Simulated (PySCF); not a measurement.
calicene (C8H6), SMILES C1=CC(=C2C=C2)C=C1. The structure is a stationary point at B3LYP-D3(BJ)/def2-SVP.

Computed with B3LYP-D3(BJ)/def2-SVP in PySCF 2.14.0.

Harmonic wavenumbers (cm⁻¹): 139, 145, 212, 442, 491, 492, 596, 640, 717, 739, 773, 834, 885, 913, 938, 939, 941, 949, 1025, 1062, 1082, 1117, 1222, 1231, 1345, 1409, 1504, 1592, 1596, 1836, 3198, 3208, 3224, 3230, 3254, 3293. Rotational constants (GHz): 6.732, 1.415, 1.170; symmetry number 2.

Q: Work out the zero-point energy and the ideal-gas rigid-rotor harmonic-oscillator thermochemistry at 298.15 K and 1 atm.

A: ZPE = ½ Σ hcν = ½ × 47212 cm⁻¹ = 67.49 kcal/mol. H − E(el) = 72.19 kcal/mol. Entropy in cal/(mol K): translation 39.78, rotation 26.38, vibration 12.73, total 78.89. G − E(el) = 48.67 kcal/mol. Cp = 27.17 cal/(mol K). Modes under 150 cm⁻¹ make the vibrational entropy uncertain.
